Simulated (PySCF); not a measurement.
# Radial density of V⁺ (vanadium, charge +1)

revPBE, [Ar] 3d4, high-spin 5D determinant. Calculation: PySCF 2.14, in cc-pVQZ (8s7p5d3f2g1h, 104 functions); the non-relativistic Hamiltonian (point nucleus).

| r (bohr) | 4πr²ρ (e/bohr) | 4πr²(ρα − ρβ) |
| --- | --- | --- |
| 0.00113 | 0.1249 | 0.0000 |
| 0.00190 | 0.3410 | 0.0000 |
| 0.00320 | 0.9088 | -0.0001 |
| 0.00539 | 2.326 | -0.0001 |
| 0.00906 | 5.558 | -0.0003 |
| 0.0152 | 11.85 | -0.0007 |
| 0.0256 | 20.90 | -0.0012 |
| 0.0431 | 27.16 | -0.0016 |
| 0.0725 | 23.67 | -0.0013 |
| 0.122 | 21.35 | 0.0066 |
| 0.205 | 29.43 | 0.1044 |
| 0.345 | 18.56 | 0.6228 |
| 0.581 | 9.384 | 1.8234 |
| 0.977 | 11.12 | 2.4731 |
| 1.64 | 3.447 | 1.5407 |
| 2.76 | 0.5106 | 0.4523 |
| 4.65 | 0.04182 | 0.0417 |
| 7.82 | 0.0006321 | 0.0006 |
